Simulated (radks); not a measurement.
Cr6+, 18 electrons, occupied as [Ar] (the NIST ground configuration).

All-electron calculation, scalar-relativistic Kohn-Sham, LB94 model potential, spin-polarised, spherical densities, finite nucleus; Fermi nuclear charge, rms radius 3.6452 fm. Program: a radial shooting solver on a logarithmic mesh with Libxc functionals.

Energy parts (eV):
| part | energy |
|---|---|
| kinetic | 28727.645 |
| electron-nucleus | -65645.147 |
| Hartree | 9826.233 |
(The LB94 potential has no energy functional, so no total or exchange-correlation energy is given.)

Orbitals (lengths in bohr, moments of r in powers of bohr; <r^-3> diverges for s and p1/2; r(90%) holds 90 % of the orbital's charge):
| orbital | occ. | eigenvalue (eV) | r(90%) | <r> | <1/r> | <r^-3> |
|---|---|---|---|---|---|---|
| 1s | 2 | -6066.098 | 0.113 | 0.06339 | 23.92 | - |
| 2s | 2 | -810.5121 | 0.451 | 0.2918 | 5.056 | - |
| 2p | 6 | -704.0300 | 0.423 | 0.2583 | 4.975 | 367.3 |
| 3s | 2 | -188.5685 | 1.26 | 0.8503 | 1.662 | - |
| 3p | 6 | -159.0475 | 1.32 | 0.8757 | 1.567 | 53.17 |

The highest occupied level is 3p at -159.05 eV. The density falls to 0.001 e/bohr^3 at r = 2.20 bohr.
